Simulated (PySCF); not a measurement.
## Magnesium: a sound run and one with changed settings

Sound run: Mg²⁺ [Ne], Mg³⁺ [He] 2s2 2p5. Computed with PySCF 2.14 in jorge-DZP-DKH (7s4p1d, 24 functions), with scalar relativity by spin-free X2C-1e. The sound run starts from symmetry-adapted Hartree-Fock orbitals and uses a fine grid where one is needed.

A second run was set up differently.

| species | method | sound run (hartree) | changed run (hartree) | converged |
| --- | --- | --- | --- | --- |
| Mg²⁺ | UHF | -199.12926 | -199.12922 | no |
| Mg²⁺ | TPSS | -199.55845 | -199.55761 | no |
| Mg²⁺ | PBE0 | -199.43327 | -199.43277 | no |
| Mg³⁺ | UHF | -196.22768 | -196.22637 | no |
| Mg³⁺ | TPSS | -196.60150 | -196.58485 | no |
| Mg³⁺ | PBE0 | -196.47371 | -196.46311 | no |

Problem. What was changed?
A. angular grid far too coarse
B. a valence shell is frozen
C. too few SCF iterations
D. all electrons correlated in a valence basis

Solution. C. It used initial guess minao, at most 2 SCF cycles. The SCF was stopped early; the energies are upper bounds that still move, and correlated levels were skipped or rest on poor orbitals.
